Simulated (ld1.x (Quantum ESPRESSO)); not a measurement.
Before and after: TM semilocal potential for Cd

```
Element                 : Cd (Z = 48)
Generator               : ld1.x (Quantum ESPRESSO) 7.5
Type                    : norm-conserving Troullier–Martins (semilocal form)
Functional              : BP86
Relativity              : scalar-relativistic
Frozen core             : [Kr] 4d10
Valence charge          : 2
Reference configuration : 5s1.5 5p0 (charge +0.5)
Partial waves           : 5p (bound, empty): rc 2.00 bohr; 5d channel at -0.2 Ry: rc 2.15 bohr; 5s (bound): rc 2.05 bohr
Local potential         : the s channel
Core correction         : none
```

Change: all radii scaled by about 0.96 (s 1.96, p 1.92, d 2.06 bohr).

Cutoffs: the cutoffs (Ry, on a coarse ladder) from which the occupation-weighted sum of valence levels, in a spherical-Bessel basis at the reference potential, stays within 10 and 1 mRy of its value at 400 Ry; they do not see the model core or the augmentation charge, which bear on the density cutoff. Errors are all-electron minus pseudo energies relative to the spin-unpolarised reference configuration.

Question: Predict the effect on cutoff, ghosts and configuration errors.

Answer: The potential gets harder (8 Ry and 21 Ry → 10 Ry and 25 Ry); both files keep a bound ghost (d); of the 5 tests that both files solve, the error grows in 1 and shrinks in 0 by more than 15 % and 0.3 meV (median size 24.5 → 28.3 meV). A smaller radius makes the pseudo-wave follow the all-electron one further in, where it bends more sharply, so more plane waves are needed. A semilocal file is local in each channel, so a ghost entry of none says nothing of the separable form that plane-wave codes build from it.

| quantity | base | changed |
| --- | --- | --- |
| cutoff, loose | 8 Ry | 10 Ry |
| cutoff, tight | 21 Ry | 25 Ry |
| bound ghosts | d | d |
| error for 5s2 5p0, meV [ΔE -3.81 eV] | +5.7 | +5.7 |
| error for 5s1 5p0, meV [ΔE 5.66 eV] | +16 | +16 |
| error for 5s1 5p1, meV [ΔE 0.91 eV] | +25 | +28 |
| error for 5s0 5p1, meV [ΔE 11.50 eV] | +195 | +224 |
| error for 5s0 5p2, meV [ΔE 5.94 eV] | +180 | +215 |

Base: The cutoffs count occupied waves only; the empty 5p level needs 15 Ry at the loose tolerance. Changed file: The cutoffs count occupied waves only; the empty 5p level needs 21 Ry at the loose tolerance. A true bound ghost makes a file unfit for plane-wave use even where its test errors are small: the radial tests pick states by their node count and pass the ghost by.
